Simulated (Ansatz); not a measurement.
`C=[CH][Al]([CH3])[SiH3]` + CH₃NH₂ → `C[NH][Al]([CH3])[SiH3]` + `C=C`  (ligand exchange at the Al–C bond)

Isolated molecules relaxed with PBE0-D4/def2-TZVP in Ansatz; ΔE leaves out vibrations. CCSD(T)/CBS is the MP2 limit (def2-TZVPP, def2-QZVPP) plus CCSD(T) − MP2 in def2-TZVPP, frozen cores. This one scheme is used for every species. Functionals use def2-TZVPP. B3LYP here is the variant with VWN-RPA as its local correlation; programs differ in this. Each species was taken in one conformer, which may not be the lowest.

| level | ΔE (kJ/mol) | difference from CCSD(T)/CBS |
| --- | --- | --- |
| PBE-D4 | -88.6 | 3.4 |
| r2SCAN-D4 | -92.9 | -0.9 |
| PBE0-D4 | -87.5 | 4.5 |
| B3LYP-D4 | -93.7 | -1.7 |
| r2SCAN | -92.7 | -0.7 |
| PBE0 | -87.2 | 4.8 |
| B3LYP | -93.2 | -1.2 |
| HF/def2-TZVPP | -89.9 | 2.1 |
| SCS-MP2/def2-TZVPP | -93.2 | -1.2 |
| CCSD/def2-TZVPP | -92.4 | -0.4 |
| CCSD(T)/def2-TZVPP | -92.2 | -0.2 |
| MP2/def2-QZVPP | -93.0 | -1.0 |
| SCS-MP2/def2-QZVPP | -93.3 | -1.3 |
| HF/CBS(def2) | -90.5 | 1.5 |
| MP2/CBS(def2) | -92.8 | -0.8 |
| CCSD/CBS(def2) | -92.2 | -0.2 |
| CCSD(T)/CBS | -92.0 | 0 |

Largest T1 diagnostic among the species: 0.012.
